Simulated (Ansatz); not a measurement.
Start from `C[NH][In]([CH3])[Cl]` and change one atom or group to get `[CH3][In]([SiH3])[Cl]`.

Ansatz, PBE0-D4/def2-TZVP geometries, multiplicity 1. Each molecule was computed in one conformer, which needn't be the lowest.

Elements past krypton have def2 core potentials.

```
                                      property  `C[NH][In]([CH3])[Cl]`
           HOMO–LUMO gap (PBE/def2-TZVPP) / eV                    3.66
            LUMO energy (PBE0/def2-TZVPP) / eV                   -0.75
           LUMO energy (B3LYP/def2-TZVPP) / eV                   -1.07
         HOMO–LUMO gap (B3LYP/def2-TZVPP) / eV                    5.29
           HOMO energy (B3LYP/def2-TZVPP) / eV                   -6.36
size of the dipole moment (PBE/def2-TZVPP) / D                    3.38
```

Question: Give the same properties after the change, and the shifts. (Best estimate.)

Answer: Computed: 
| property | `[CH3][In]([SiH3])[Cl]` | shift |
| --- | --- | --- |
| HOMO–LUMO gap (PBE/def2-TZVPP) / eV | 3.77 | 0.11 |
| LUMO energy (PBE0/def2-TZVPP) / eV | -1.84 | -1.09 |
| LUMO energy (B3LYP/def2-TZVPP) / eV | -2.08 | -1.01 |
| HOMO–LUMO gap (B3LYP/def2-TZVPP) / eV | 5.11 | -0.18 |
| HOMO energy (B3LYP/def2-TZVPP) / eV | -7.19 | -0.83 |
| size of the dipole moment (PBE/def2-TZVPP) / D | 3.18 | -0.20 |

With PBE0 the HOMO falls by 0.86 eV and the LUMO falls by 1.09 eV, so the gap narrows by about 0.23 eV. PBE moves the HOMO by -1.02 eV and ωB97M-V by -0.54 eV. Dipoles are sizes alone; their direction can turn.

B3LYP here is the variant with VWN-RPA as its local correlation; programs differ in this.
